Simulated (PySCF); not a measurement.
Compound: C7H13FO2.
Atom-mapped SMILES: `[CH3:1][O:2][C@@H:3]1[CH2:4][CH2:5][C@H:6]([CH2:7][F:8])[CH2:9][O:10]1`

NICS = −σ at a ghost point: NICS(0) at the centroid of the ring atoms, NICS(1) 1 Å to either side along the normal of their mean plane, zz for the tensor component along that normal. Level: GIAO PBE0/pcSseg-1 (PySCF, non-relativistic, gas phase) on the PBE0-D3(BJ)/def2-SVP geometry, one conformer.

Ring bond lengths (Å), with Mayer bond orders in brackets: C3–C4 1.520 (1.02), C4–C5 1.523 (1.03), C5–C6 1.526 (0.99), C6–C9 1.524 (0.98), C9–O10 1.411 (0.92), O10–C3 1.401 (0.95).

Q: What do the NICS probes read (ppm)?

A: 
| ring | type | NICS(0) | NICS(1), two faces | NICS(1)zz, two faces | rms pucker (Å) | centre to ring atoms, mean (Å) |
| --- | --- | --- | --- | --- | --- | --- |
| C3–C4–C5–C6–C9–O10 | 6-membered ring with O; formal bonds all single | -2.5 | -1.8 / -2.0 | 1.9 / 3.2 | 0.22 | 1.43 |

Q: What can be read from them?

A: 
- C3–C4–C5–C6–C9–O10: mean NICS(1)zz 2.5 ppm, near zero. C3, C4, C5, C6, C9 have four or more neighbours; no verdict on aromaticity is drawn.

Q: How do the values depend on the level or the medium?

A: 
```
                              level  NICS(0), C3–C4–C5–C6–C9–O10  mean NICS(1)zz, C3–C4–C5–C6–C9–O10
                 PBE0/pcSseg-1, gas                         -2.5                                 2.5
PBE0/pcSseg-1, IEF-PCM acetonitrile                         -2.4                                 2.5
 PBE0/pcSseg-1, IEF-PCM cyclohexane                         -2.5                                 2.5
```

The geometry is the same throughout; the continuum's cavity takes Bondi-type radii × 1.2.
